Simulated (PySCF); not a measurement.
Compound: C4H8GeO2.
Bonds: O1–C2 (double), C2–O3, C2–Ge4, Ge4–C5, C5–C6, C6–C7, Ge4–C7. Hydrogens: H8 on O3; H9 on Ge4; H10, H11 on C5; H12, H13 on C6; H14, H15 on C7.

Level: CAM-B3LYP/def2-SVPD in PySCF, non-relativistic, on one gas-phase PBE0-D3(BJ)/def2-SVP geometry that isn't relaxed in the solvent. The solvent is an IEF-PCM continuum (van der Waals radii × 1.2), and excitations are vertical TDDFT with non-equilibrium linear response and a frozen core. Specific hydrogen bonds and non-electrostatic terms are outside this model. Spin–orbit coupling is left out although an atom past zinc is present.

Gas-phase singlets (H = HOMO, L = LUMO):

| state | E (eV) | λ (nm) | f | leading configurations |
| --- | --- | --- | --- | --- |
| S1 | 5.076 | 244 | 0.003 | H→L 72%, H-2→L 12% |
| S2 | 6.504 | 191 | 0.015 | H-2→L 75%, H→L 18% |
| S3 | 6.726 | 184 | 0.143 | H-1→L 96% |
| S4 | 7.116 | 174 | 0.140 | H→L+1 78% |
| S5 | 7.566 | 164 | 0.000 | H→L+3 53%, H-2→L 9% |

How does the list change in cyclohexane (ε = 2.017)?

| state | E (eV) | λ (nm) | f | leading configurations | change by rank (eV) |
| --- | --- | --- | --- | --- | --- |
| S1 | 5.099 | 243 | 0.004 | H→L 69%, H-2→L 16% | +0.023 |
| S2 | 6.465 | 192 | 0.020 | H-2→L 71%, H→L 22% | -0.039 |
| S3 | 6.631 | 187 | 0.203 | H-1→L 97% | -0.095 |
| S4 | 7.182 | 173 | 0.166 | H→L+1 78% | +0.066 |
| S5 | 7.591 | 163 | 0.000 | H→L+3 45%, H-1→L+1 17% | +0.025 |

The ground-state energy changes by -0.102 eV from gas to cyclohexane. By how much does the total energy of gas-phase S2 change?

E(S2) = E(S0) + excitation energy, so it changes by -0.102 − 0.039 = -0.141 eV: it is lowered more than the ground state, which is what a red shift means. This is the vertical state, with the slow part of the continuum still set for S0.

How do the frontier levels move from gas to cyclohexane?

```
orbital  gas (eV)  solvent (eV)  change (eV)                     Löwdin shares, gas                 Löwdin shares, solvent
 LUMO+2      1.44          1.56        +0.12  Ge4 18 %, O3 11 %, H10 10 %, H15 10 %  Ge4 16 %, O3 11 %, H10 10 %, H15 10 %
 LUMO+1      0.90          1.00        +0.10    Ge4 27 %, O3 25 %, C2 11 %, H8 11 %     Ge4 29 %, O3 23 %, C2 12 %, O1 9 %
   LUMO      0.29          0.33        +0.04    C2 27 %, Ge4 20 %, O1 17 %, O3 11 %    C2 28 %, Ge4 19 %, O1 17 %, O3 12 %
   HOMO     -8.99         -8.96        +0.03     O1 34 %, C2 15 %, Ge4 14 %, O3 8 %     O1 30 %, C2 15 %, Ge4 14 %, C7 8 %
 HOMO-1     -9.38         -9.29        +0.09    C5 27 %, C7 26 %, Ge4 24 %, H11 4 %    C5 27 %, C7 26 %, Ge4 24 %, H11 4 %
 HOMO-2     -9.61         -9.55        +0.06    Ge4 20 %, O1 16 %, H9 16 %, C6 14 %    Ge4 20 %, O1 19 %, H9 16 %, C6 13 %
 HOMO-3    -10.94        -10.86        +0.08    C6 26 %, H13 16 %, C5 13 %, C7 13 %    C6 26 %, H13 16 %, C5 13 %, C7 13 %
```

The HOMO–LUMO gap goes from 9.27 to 9.29 eV.

The run took 51 s on Arm Neoverse V1, one thread, on a shared host, and the process peaked at 1.2 GiB of memory. This is the whole response run at CAM-B3LYP/def2-SVPD in cyclohexane, SCF included.

Shape of the structure used: `[O:1]=[C:2]([OH:3])[GeH:4]1[CH2:5][CH2:6][CH2:7]1`: O1–C2–Ge4–C5 39°, H–O3–C2–O1 0°.
